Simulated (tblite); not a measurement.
Species: C6H13N3Si.
Cartesian coordinates in Å at the GFN2-xTB level; atoms count from 1:
```xyz
23
C6H13N3Si angstrom
C     -2.237   -1.397    0.637
C     -1.228   -0.492   -0.063
C     -1.928    0.451   -1.037
C     -0.440    0.311    0.985
N      0.645    1.038    0.396
N      0.506    2.313    0.065
N      1.591    2.724   -0.480
C      2.465    1.709   -0.516
C      1.879    0.586    0.049
Si     2.558   -1.129    0.335
H     -2.805   -1.964   -0.096
H     -1.735   -2.099    1.299
H     -2.933   -0.804    1.225
H     -0.518   -1.116   -0.618
H     -2.678    1.042   -0.516
H     -1.218    1.135   -1.495
H     -2.419   -0.114   -1.826
H     -0.040   -0.362    1.748
H     -1.098    1.045    1.455
H      3.446    1.823   -0.931
H      3.996   -1.078    0.090
H      1.905   -2.074   -0.576
H      2.282   -1.521    1.721
```

Computed values, GFN2-xTB/tblite, gas phase, harmonic and unscaled. Against measured fundamentals such values can be off by several per cent, at times by over 20. Modes of hydrogen on silicon can be 10 to 20 % off. One conformer, not necessarily the lowest. The optimisation stopped once no atom felt more than 0.01 eV/Å.

Lowest wavenumbers of the output (negative numbers stand for imaginary wavenumbers):
```
mode    cm-1
  1     -20.1
  2      53.8
  3      84.7
  4     103.1
  5     163.6
  6     172.5
  7     195.9
  8     227.4
  9     281.7
 10     319.6
 11     347.8
 12     422.4
 13     437.7
 14     478.9
 15     537.4
```

**Question.** Is this structure a minimum?

**Answer.** Not by this Hessian. 1 mode is imaginary beyond 20i (20i cm⁻¹), so at this level the point lies at or near a first-order saddle. The curvature is small, so loose convergence or finite differences may be the whole cause.

**Question.** Which atoms move in the imaginary mode?

**Answer.** 20i: C3 (methyl carbon) 26 %, Si10 (SiH3 silicon) 13 %, H23 (Si–H hydrogen) 11 %. These are shares of the mass-weighted motion.

**Question.** What is the remedy?

**Answer.** Step along that mode in both directions, optimise again with tighter thresholds and repeat the frequencies. The zero-point energy of this point (114.9 kcal/mol) counts the 62 real modes alone, and thermal corrections from it aren't those of a minimum.
